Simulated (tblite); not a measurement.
Compound: C₇H₆FGaS.
Bonds: C1–C2, C2–C3 (triple), C3–C4, C4–S5 (aromatic), S5–C6 (aromatic), C6–Ga7, C6–C8 (aromatic), C8–C9 (aromatic), C9–F10, C4–C9 (aromatic). Hydrogens: H11, H12, H13 on C1; H14, H15 on Ga7; H16 on C8.

Computed with GFN2-xTB (tblite), gas phase: L-BFGS steps from a force-field or distance-geometry start until the largest atomic force falls under 0.01 eV/Å.

Step 83: E = -737.7250 eV
```
atom  x, y, z in Å  |  force x, y, z in eV/Å
C1     -4.1076    0.6058   -0.3495   -0.032   0.000  -0.003
C2     -2.6990    0.4128   -0.1227    0.014   0.013  -0.013
C3     -1.5195    0.2408    0.0515   -0.020   0.032  -0.011
C4     -0.1513    0.0230    0.2130    0.010  -0.043  -0.043
S5      1.0210    0.6427   -0.9103    0.017   0.010   0.001
C6      2.3400   -0.1175   -0.0633    0.010   0.003   0.002
Ga7     4.1440    0.1008   -0.8692    0.001  -0.025  -0.002
C8      1.8768   -0.8113    1.0255    0.019   0.021   0.026
C9      0.4821   -0.7241    1.1764    0.017  -0.018  -0.005
F10    -0.1864   -1.3267    2.1748    0.044  -0.011   0.014
H11    -4.3135    1.6563   -0.5523    0.003   0.015   0.011
H12    -4.4212    0.0145   -1.2095   -0.026  -0.011  -0.010
H13    -4.6778    0.2919    0.5236    0.003  -0.002   0.017
H14     5.3674   -0.7613   -0.3914   -0.012   0.021   0.013
H15     4.3179    1.1194   -2.0479   -0.012  -0.002   0.005
H16     2.5194   -1.3582    1.6990   -0.037  -0.003  -0.001
```

Step 84: E = -737.7255 eV
```
atom  x, y, z in Å  |  force x, y, z in eV/Å
C1     -4.1093    0.6076   -0.3453   -0.035   0.006  -0.003
C2     -2.7013    0.4105   -0.1217    0.060  -0.004  -0.014
C3     -1.5212    0.2344    0.0460   -0.051   0.030  -0.023
C4     -0.1532    0.0134    0.2029    0.022  -0.020  -0.017
S5      1.0185    0.6324   -0.9217    0.014  -0.003  -0.002
C6      2.3385   -0.1222   -0.0714    0.009   0.010   0.010
Ga7     4.1466    0.1008   -0.8665    0.008  -0.021  -0.004
C8      1.8769   -0.8091    1.0225    0.016   0.011   0.025
C9      0.4818   -0.7244    1.1723    0.023  -0.032  -0.006
F10    -0.1853   -1.3236    2.1739    0.045  -0.005   0.008
H11    -4.3106    1.6589   -0.5464   -0.007   0.030   0.005
H12    -4.4266    0.0186   -1.2052   -0.028  -0.015  -0.014
H13    -4.6788    0.2956    0.5285   -0.004  -0.008   0.025
H14     5.3695   -0.7581   -0.3795   -0.018   0.025   0.009
H15     4.3259    1.1248   -2.0405   -0.010  -0.008   0.007
H16     2.5210   -1.3506    1.6996   -0.044   0.001  -0.008
```

Step 85: E = -737.7262 eV
```
atom  x, y, z in Å  |  force x, y, z in eV/Å
C1     -4.1122    0.6100   -0.3408   -0.021   0.011  -0.001
C2     -2.7035    0.4092   -0.1235    0.086  -0.022  -0.015
C3     -1.5232    0.2271    0.0380   -0.064   0.022  -0.030
C4     -0.1552    0.0017    0.1910    0.024   0.009   0.012
S5      1.0167    0.6199   -0.9345    0.006  -0.019  -0.003
C6      2.3377   -0.1277   -0.0794    0.008   0.021   0.017
Ga7     4.1496    0.1001   -0.8639    0.013  -0.005  -0.008
C8      1.8776   -0.8062    1.0203    0.006  -0.003   0.011
C9      0.4818   -0.7254    1.1678    0.019  -0.037  -0.014
F10    -0.1836   -1.3205    2.1732    0.045   0.002   0.001
H11    -4.3098    1.6624   -0.5389   -0.016   0.035   0.000
H12    -4.4358    0.0233   -1.2002   -0.024  -0.011  -0.007
H13    -4.6782    0.2997    0.5358   -0.006  -0.012   0.025
H14     5.3718   -0.7530   -0.3656   -0.017   0.023   0.006
H15     4.3358    1.1310   -2.0323   -0.011  -0.019   0.013
H16     2.5228   -1.3425    1.7005   -0.047   0.005  -0.007
```

Step 86: E = -737.7268 eV
```
atom  x, y, z in Å  |  force x, y, z in eV/Å
C1     -4.1153    0.6130   -0.3382    0.003   0.012   0.003
C2     -2.7050    0.4091   -0.1279    0.070  -0.032  -0.016
C3     -1.5251    0.2213    0.0317   -0.045   0.008  -0.027
C4     -0.1567   -0.0081    0.1833    0.015   0.029   0.028
S5      1.0150    0.6090   -0.9435   -0.001  -0.029  -0.005
C6      2.3373   -0.1330   -0.0857    0.005   0.028   0.022
Ga7     4.1516    0.0993   -0.8632    0.015   0.010  -0.007
C8      1.8789   -0.8047    1.0190   -0.008  -0.014  -0.014
C9      0.4827   -0.7275    1.1649    0.007  -0.030  -0.021
F10    -0.1804   -1.3193    2.1741    0.042   0.006  -0.004
H11    -4.3109    1.6667   -0.5330   -0.016   0.023  -0.003
H12    -4.4456    0.0278   -1.1969   -0.015   0.002   0.011
H13    -4.6765    0.3032    0.5421   -0.001  -0.011   0.012
H14     5.3745   -0.7442   -0.3510   -0.016   0.019   0.003
H15     4.3428    1.1344   -2.0283   -0.012  -0.028   0.016
H16     2.5251   -1.3381    1.7001   -0.043   0.006   0.002
```

**Question.** Estimate the geometry and energy of step 87. (The exact step hangs on the optimiser's Hessian estimate; all steps are aligned on step 86, rigid shifts and turns removed.)

**Answer.** E = -737.7273 eV, largest force 0.042 eV/Å
```
atom  x, y, z in Å  |  force x, y, z in eV/Å
C1     -4.1173    0.6157   -0.3377    0.023   0.010   0.008
C2     -2.7054    0.4095   -0.1329    0.024  -0.029  -0.016
C3     -1.5264    0.2183    0.0284   -0.004  -0.006  -0.015
C4     -0.1575   -0.0136    0.1812    0.004   0.034   0.025
S5      1.0135    0.6014   -0.9478   -0.005  -0.027  -0.008
C6      2.3372   -0.1370   -0.0894    0.004   0.032   0.020
Ga7     4.1524    0.0994   -0.8636    0.011   0.021  -0.004
C8      1.8802   -0.8051    1.0180   -0.016  -0.019  -0.032
C9      0.4839   -0.7300    1.1640   -0.007  -0.016  -0.026
F10    -0.1763   -1.3199    2.1760    0.034   0.005  -0.003
H11    -4.3128    1.6705   -0.5300   -0.011   0.003  -0.002
H12    -4.4529    0.0313   -1.1955   -0.005   0.014   0.026
H13    -4.6743    0.3056    0.5459    0.007  -0.006  -0.005
H14     5.3759   -0.7342   -0.3392   -0.009   0.013   0.002
H15     4.3454    1.1345   -2.0287   -0.013  -0.033   0.017
H16     2.5270   -1.3375    1.6988   -0.036   0.003   0.013
```

The energy changes by -0.0005 eV. The first-order estimate −F·Δx gives -0.0006 eV and the mean of the old and new forces, exact on a quadratic surface, -0.0005 eV. The step makes an angle of 80° with the force vector and moves no atom by more than 0.016 Å.

The cost below is that of the whole relaxation. The run took 1.6 s on an Arm Neoverse N1 with one thread (shared host).
